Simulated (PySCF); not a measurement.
B3LYP has the VWN-RPA correlation part, as in Gaussian. Delta-SCF ions had no search for a lower state. Excitations are Tamm–Dancoff values on a coarser integration grid. The basis has no diffuse functions, so Rydberg states are missing or too high.

Cartesian coordinates (Å):
```xyz
16

N     -4.6592     0.0288     0.2193
C     -3.6021     0.5236     0.1579
N     -2.4584     1.1846     0.0886
C     -1.3018     0.5790     0.0481
C     -0.1086     1.4158    -0.0275
C      1.1279     0.8711    -0.0733
C      1.3018    -0.5790    -0.0481
N      2.4584    -1.1846    -0.0887
C      3.6021    -0.5236    -0.1577
N      4.6592    -0.0288    -0.2189
C      0.1086    -1.4158     0.0275
C     -1.1279    -0.8711     0.0733
H     -0.2684     2.4953    -0.0451
H      2.0230     1.4947    -0.1299
H      0.2684    -2.4953     0.0447
H     -2.0230    -1.4947     0.1298
```
Charge 0, multiplicity 1.

Estimate the vertical electron affinity (Delta-SCF), T1 excitation (TDA), hole reorganisation energy (four-point), S1–T1 gap (TDA) and S1 excitation (TDA) that B3LYP-D3(BJ)/def2-SVP (PySCF) returns for this input.


The vertical electron affinity (Delta-SCF) comes out as 2.96 eV. The T1 excitation (TDA) is 1.57 eV and the hole reorganisation energy (four-point) comes out as 0.235 eV. The S1–T1 gap (TDA) is 0.98 eV and the S1 excitation (TDA) is 2.55 eV.
